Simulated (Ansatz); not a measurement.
Single points on the cluster B₂Cl₂.

```yaml
crystal:
  periodic: [false, false, false]
  atoms:
    - {symbol: B, position_ang: [-0.430452, -0.615622, -0.056039]}
    - {symbol: B, position_ang: [0.433181, 0.613970, 0.053560]}
    - {symbol: Cl, position_ang: [-1.377034, -2.000179, -0.167492]}
    - {symbol: Cl, position_ang: [1.374316, 2.001831, 0.169971]}
basis:
  gaussian: {orbitals: def2-TZVP, initial_orbitals: start.molden}
correlation: {method: mp2}
scf: {omitted_lower_state_checks: [starts]}
output: {orbitals: {seedname: orbitals}}
```

The file start.molden holds the orbitals of an earlier run on this structure, at another level or in another basis.

```sh
$ ansatz run in.yaml --threads 2 --pin off --events-out ev --progress --plain --max-ram 4352MiB
```

Output, abridged:

```
Functional definition: HF
820 factors; integrals over basis functions are off by at most 8.0e-4 eV
mean field evaluation 1: about -26349.1935 eV, gradient 3.4e1 eV
mean field evaluation 2: about -26349.8138 eV, gradient 1.0e0 eV
mean field evaluation 4: about -26350.1242 eV, gradient 1.8e-2 eV
mean field evaluation 8: about -26350.1243 eV, gradient 1.8e-6 eV
mean field evaluation 16: about -26350.1243 eV, gradient 4.4e-5 eV
mean field -26350.12425818 eV, -968.3492057326 hartree, gradient 1.5e-10 eV, S^2 0.000000; 0 other end points of the search recorded, 0 dependent functions left out; unrestricted orbitals would lower it
12 core orbitals not correlated: weight in the atoms' cores, before any rotation towards them, 1.000 or more for the frozen orbitals, at most 0.000 for the correlated occupied ones
reference -26350.12425818 eV, -968.3492057326 hartree; 10, 10 occupied and 114, 114 virtual orbitals, 820 factors
second order -14.55993456 eV of doubles, -0.00000000 eV of singles
Total energy: -26364.68419274 eV, -968.8842734584 hartree
Checks for a lower state left out: starts
```

Hardware: 2 threads of AMD EPYC 9R45 on a shared host. Wall time 1.2 s.

Geometry: r2SCAN-D4/def2-TZVP.

Correlated methods freeze 12 core orbitals. The restricted singlet (for correlated methods, its reference) is unstable: a solution with broken spin symmetry lies lower. At PBE0-D4/def2-TZVP a triplet of charge 0 lies 0.95 eV below the restricted singlet, each at its own geometry. The structure comes from a short search, and lower isomers may exist.
